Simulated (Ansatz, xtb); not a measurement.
**FHInOSi: which of two structures lies lower**

Structure X: a doublet given by its coordinates. Structure Y: `F[SiH][O][In]`, a doublet. Both are isolated molecules in the gas phase, relaxed with B3LYP-D3(BJ)/def2-SVP; the shapes shown needn't be the lowest conformers.

X (Å):

```xyz
5

F    -1.3080   -3.4890   -0.1307
In   -2.6108   -0.1360    0.3533
O    -1.1174   -1.2147   -1.3233
Si   -0.4083   -2.0980    0.0416
H    -1.4421   -1.7245   -2.0825
```

Close contacts (Å): F1–Si4 1.67, In2–O3 2.49, In2–Si4 2.97, O3–Si4 1.77, O3–H5 0.97.

Y (Å):

```yaml
atoms:
  - { symbol: F, position_ang: [-1.6628, -0.1773, 0.2101] }
  - { symbol: In, position_ang: [0.6380, -3.3097, -0.1195] }
  - { symbol: O, position_ang: [-1.2323, -2.6320, -0.7330] }
  - { symbol: Si, position_ang: [-2.3287, -1.4292, -0.6292] }
  - { symbol: H, position_ang: [-2.6579, -0.8615, -1.9907] }
```

Q: Which of the two would you expect CCSD(T)/def2-SVP electronic energies to favour?

A: Structure Y; the calculation gives E(Y) − E(X) = −16.6 kcal/mol.

Level by level:

| level | geometry | E(Y) − E(X) (kcal/mol) | departure from the last row (kcal/mol) | job, with rough time for the two |
| --- | --- | --- | --- | --- |
| B3LYP-D3(BJ)/def2-SVP | B3LYP-D3(BJ)/def2-SVP | −12.9 | +3.8 | optimisation, 1.8 min |
| HF/def2-SVP | B3LYP-D3(BJ)/def2-SVP | −22.3 | −5.6 | part of the CCSD(T) run |
| MP2/def2-SVP | B3LYP-D3(BJ)/def2-SVP | −21.8 | −5.1 | part of the CCSD(T) run |
| CCSD(T)/def2-SVP | B3LYP-D3(BJ)/def2-SVP | −16.6 |  | single point, 26 s |

None of the levels shown reverses the order. The largest departure from CCSD(T)/def2-SVP is that of HF/def2-SVP, 5.6 kcal/mol. Levels run at GFN2-xTB geometries aren't shown.

With harmonic frequencies from B3LYP-D3(BJ)/def2-SVP (ideal gas, rigid rotor, one conformer each, 298.15 K, 1 atm): on the last row, ΔE + ΔZPE = −17.8 kcal/mol. A mode under 50 cm⁻¹ makes harmonic enthalpies and free energies unreliable, so none is given.

Open shells are spin-unrestricted, with notable spin contamination under HF/def2-SVP, MP2/def2-SVP, CCSD(T)/def2-SVP. The correlated steps freeze 11 core orbitals; the filled d shell of In is correlated, in a basis made for valence electrons. Atoms past krypton carry core potentials in the def2 sets and no spin–orbit term is included. Codes used: Ansatz 0.2.0; the last row on 1 thread of Intel(R) Xeon(R) 6975P-C (Granite Rapids) on a shared host.
